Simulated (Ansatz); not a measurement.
`C[SiH2][AlH][F]` + `[NH2][ZnH]` → `C[SiH2][NH][ZnH]` + `[F][AlH2]` at 500 K and 1 bar (cleavage of the Si–Al bond).

Computed with Ansatz on PBE0-D4/def2-TZVP structures; ΔE is electronic, products minus reactants. CCSD(T)/CBS is the MP2 limit (def2-TZVPP, def2-QZVPP) plus CCSD(T) − MP2 in def2-TZVPP, frozen cores. This one scheme is used for every species. For Zn outer-core shells are correlated without core-valence functions, which leaves a few kJ/mol of doubt a bond. Scalar relativity is left out up to krypton. One conformer a species, not always the lowest.

```tsv
species	CCSD(T)/CBS energy (Eh)	H − E (kJ/mol)	S (J/(mol·K))
`C[SiH2][AlH][F]`	-672.62263	212.9	426.3
`[NH2][ZnH]`	-1834.88092	106.3	294.3
`C[SiH2][NH][ZnH]`	-2164.46335	247.7	425.8
`[F][AlH2]`	-343.06661	62.3	268.8
```

H − E and S are ideal-gas, rigid-rotor, harmonic terms from PBE0-D4/def2-TZVP, for one conformer and one mirror image of each species. 1 Eh = 2625.50 kJ/mol, R = 8.31446 J/(mol·K).

By hand: ΔE, ΔH, ΔS and ΔG.

ΔE = (-2164.46335) + (-343.06661) − (-672.62263) − (-1834.88092) = -0.02641 Eh = -69.3 kJ/mol. Δ(H − E) = 247.7 + 62.3 − 212.9 − 106.3 = -9.2, so ΔH = -78.5 kJ/mol. ΔS = 425.8 + 268.8 − 426.3 − 294.3 = -26.0 J/(mol·K). ΔG = -78.5 − 500 × (-26.0)/1000 = -65.5 kJ/mol.

By hand: the equilibrium constant, and the temperature at which ΔG would vanish if ΔH and ΔS stayed fixed.

log₁₀ K = −ΔG/(RT ln 10) = 6.8. ΔG = 0 at ΔH/ΔS = 3019 K, far beyond where these terms or the molecules hold.

ΔH outweighs TΔS. A doubt of 5 kJ/mol in ΔE shifts log₁₀ K by 0.5 here. Other conformers and mirror images would add mixing entropy, several J/(mol·K) or more a flexible species. Modes under 60 cm⁻¹, often nearly free rotors, make the harmonic entropy too high. These are equilibria of isolated gas molecules and say nothing of rates. Largest T1 diagnostic: 0.016 (customary marks: 0.02 for closed shells, 0.045 for open ones).
